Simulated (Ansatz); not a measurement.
Reactions of C6H6O3, SMILES `Oc1ccc(O)c(O)c1`.

Calculated with Ansatz (gas phase, PBE0-D4/def2-TZVP geometries, no zero-point term in ΔE). CCSD(T)/CBS adds triple-zeta CCSD(T) − MP2 to the extrapolated MP2 energy (def2 sets, frozen cores). This one scheme is used for every species, atoms too. For atomizations the MP2-based limit and the directly extrapolated one differ by several kJ/mol either way, and by 10 to 25 for some Ge, Se and Sn compounds, so smaller differences from it don't rank the levels. Functionals use def2-TZVPP. B3LYP here is the variant with VWN-RPA as its local correlation; programs differ in this. Open shells (•) are unrestricted, without spin–orbit coupling. Spin–orbit coupling would lower the free atoms: a little for C, O. Each species was taken in one conformer, which may not be the lowest.

```json
{"reaction": "`Oc1ccc(O)c(O)c1` + H₂ → `Oc1ccc(O)cc1` + H₂O", "CCSD(T)/CBS(def2) (kcal/mol)": "-19.4"}
{"reaction": "`Oc1ccc(O)c(O)c1` → 6 C• + 6 H• + 3 O•", "CCSD(T)/CBS(def2) (kcal/mol)": "?"}
{"reaction": "`Oc1ccc(O)c(O)c1` + H₂ → `Oc1ccccc1O` + H₂O", "CCSD(T)/CBS(def2) (kcal/mol)": "-21.9"}
{"reaction": "`Oc1ccc(O)c(O)c1` + H₂ → `Oc1cccc(O)c1` + H₂O", "CCSD(T)/CBS(def2) (kcal/mol)": "-21.5"}
```

Fill in the missing values. (An estimate is asked.)

The calculation gave: `Oc1ccc(O)c(O)c1` → 6 C• + 6 H• + 3 O•: +1674.0 kcal/mol.

Largest T1 diagnostic: 0.012, for `Oc1cccc(O)c1`.
